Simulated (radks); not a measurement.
Values are calculated unless marked as measured or tabulated.
Problem. The mean radii <r> (bohr) of the occupied orbitals of an atom or ion are listed with their occupations. Code: a radial shooting solver on a logarithmic mesh with Libxc functionals. Model: Dirac Kohn-Sham, exchange-only B88, spin-unpolarised, spherical densities, point nucleus.

orbital      occ.      <r>
1s1/2           2  0.02457
2s1/2           2   0.1047
2p1/2           2  0.08794
2p3/2           4  0.09414
3s1/2           2   0.2783
3p1/2           2   0.2681
3p3/2           4   0.2803
3d3/2           4   0.2514
3d5/2           6   0.2552
4s1/2           2   0.6373
4p1/2           2   0.6561
4p3/2           4   0.6835
4d3/2           4   0.7390
4d5/2           6   0.7487
5s1/2           2    1.519
5p1/2           2    1.707
5p3/2           4    1.791
4f5/2    0.428571    1.105
4f7/2    0.571429    1.118
6s1/2           2    4.442
5d3/2         0.4    2.987
5d5/2         0.6    3.069

Name the element and its charge. Open shells, if any, are shared by 2j + 1.

Solution. Z = 58, cerium, charge 0: Ce in [Xe] 4f1 5d1 6s2. The 1s radius gives Z: for a bare nucleus <r> = (2 gamma + 1)/(2Z) with gamma = sqrt(1 - (Z/c)^2), 0.02424 bohr for Z = 58, and screening makes it slightly larger (0.02457 here). The occupations add up to 58, and the charge is Z minus that.
